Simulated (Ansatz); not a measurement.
H2Sb (SMILES [SbH2]), charge 0, multiplicity 2, relaxed at each level with Ansatz (a quantum-chemistry and plane-wave program); harmonic frequencies from differences of analytic forces, average atomic masses, frozen cores. Open shells are unrestricted. Elements past Kr take the def2 small-core potentials, without spin–orbit coupling.

Give the equilibrium geometry, the harmonic frequencies and the zero-point energy at HF/def2-TZVPP.


(charge 0, multiplicity 2):
| atom | x (Å) | y (Å) | z (Å) |
|---|---|---|---|
| Sb | 0.0001 | 0.0233 | 0.0012 |
| H | -1.2336 | -1.1453 | -0.0561 |
| H | 1.2194 | -1.1598 | -0.0670 |
Frequencies (cm⁻¹): 924, 2047, 2053. Zero-point energy 7.18 kcal/mol.

Give the equilibrium geometry, the harmonic frequencies and the zero-point energy at CCSD(T)/def2-TZVPP.


(charge 0, multiplicity 2):
```xyz
3

Sb     0.0003     0.0431     0.0023
H     -1.2299    -1.1552    -0.0566
H      1.2156    -1.1697    -0.0675
```
Frequencies (cm⁻¹): 847, 1944, 1946. Zero-point energy 6.77 kcal/mol.
